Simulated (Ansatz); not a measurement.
This geometry of C2H10FNSi2 (16 atoms, charge 0, multiplicity 1) is a first-order saddle point.

All numbers below come from RKS B3LYP-D4/def2-SVP (Ansatz 0.2.0).

```xyz
16
Properties=species:S:1:pos:R:3
C -0.356 -1.471 -0.432
C 0.461 -0.281 0.051
F 1.048 -0.689 1.299
Si 1.980 0.079 -1.073
N -0.313 0.900 0.232
Si -1.804 1.072 1.157
H -0.837 -1.244 -1.396
H 0.288 -2.354 -0.554
H -1.136 -1.728 0.301
H 2.650 1.306 -0.550
H 2.920 -1.073 -1.039
H 1.541 0.318 -2.479
H 0.262 1.740 0.258
H -1.562 1.873 2.394
H -2.831 1.795 0.351
H -2.333 -0.266 1.523
```

Task: Which two structures does it join? (They come from a converged band through this point; their orientation in space is the band's.)

Result: No bond is made or broken. The dihedral H13–N5–Si6–H16 goes from 137 to -101°. The two ends are copies of one structure, up to a mirror image or an exchange of like atoms.

First end point:

```xyz
16
Properties=species:S:1:pos:R:3
C -0.204 -1.497 0.111
C 0.562 -0.182 0.113
F 1.364 -0.196 1.302
Si 1.844 -0.039 -1.312
N -0.307 0.945 0.119
Si -1.857 1.090 0.935
H -0.839 -1.585 -0.782
H 0.494 -2.346 0.140
H -0.840 -1.569 1.010
H 2.459 1.318 -1.229
H 2.896 -1.084 -1.171
H 1.165 -0.193 -2.632
H 0.182 1.827 -0.013
H -1.831 0.720 2.382
H -2.224 2.527 0.798
H -2.887 0.242 0.271
```

Last end point:

```xyz
16
Properties=species:S:1:pos:R:3
C -0.415 -1.403 -0.395
C 0.515 -0.292 0.069
F 1.188 -0.802 1.230
Si 1.941 0.082 -1.165
N -0.192 0.898 0.395
Si -1.771 1.020 1.159
H -0.962 -1.107 -1.302
H 0.157 -2.318 -0.604
H -1.144 -1.647 0.396
H 2.722 1.227 -0.614
H 2.823 -1.109 -1.313
H 1.386 0.458 -2.497
H 0.420 1.692 0.571
H -1.925 2.465 1.483
H -2.850 0.599 0.221
H -1.915 0.214 2.409
```

Task: How far does it lie above each of them?

Result: 6.9 kJ/mol above the first and 6.9 kJ/mol above the second. This is the barrier of this one path; another mechanism may lie lower.

Time of the run: 6.1 min on 2 threads of Intel(R) Xeon(R) 6975P-C (Granite Rapids), with other jobs on the host, peak memory 0.47 GiB.
